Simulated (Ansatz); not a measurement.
Z-matrix (Å, degrees):
```
Sn
C 1 2.176
B 1 2.245 2 110.4
H 1 1.716 2 106.3 3 -119.3
H 1 1.710 2 107.9 3 125.8
F 2 1.390 1 109.7 3 -51.9
H 2 1.092 1 111.2 3 -171.5
H 2 1.093 1 110.6 3 67.4
H 3 1.193 1 121.7 2 141.6
H 3 1.194 1 119.8 2 -39.2
```

Charge 0, multiplicity 1. Sn: def2 effective core potential.

Q: List the PBE0/def2-TZVPP orbital energies in eV (Ansatz). (Best estimate.)

A: Ansatz gave: Occupied: -673.60, -280.09, -185.67, -139.64, -94.27, -94.25, -94.22, -33.28, -28.07, -28.04, -27.99, -27.92, -27.92, -19.17, -15.08, -13.78, -13.62, -13.46, -12.01, -10.35, -9.92, -8.93, -8.19, -7.72. Lowest empty: -2.59, 0.39, 0.75, 1.01, 1.46, 1.83, 2.20, 2.43.
